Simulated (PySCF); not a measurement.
Sn(Cl)(OH), SMILES [OH][Sn][Cl] (PBE0/def2-SVP optimised geometry):

```
4

Sn    -1.107    -1.227     0.000
Cl     1.302    -1.227     0.000
O     -1.302     0.751     0.000
H     -0.460     1.227     0.002
```

Level of theory: PBE0/def2-TZVP, def2 effective core potentials past Kr run with PySCF.

**Question.** What are the frontier orbital energies and the dipole moment?

**Answer.** HOMO-2 -8.78 eV, HOMO-1 -8.74 eV, HOMO -8.00 eV, LUMO -2.62 eV, LUMO+1 -0.73 eV; dipole moment 1.99 D.

On the same geometry PBE/def2-TZVP, def2 effective core potentials past Kr (PySCF 2.14.0) gives HOMO-2 -7.45 eV, HOMO-1 -7.28 eV, HOMO -6.83 eV, LUMO -3.27 eV, LUMO+1 -1.43 eV; dipole moment 1.82 D.
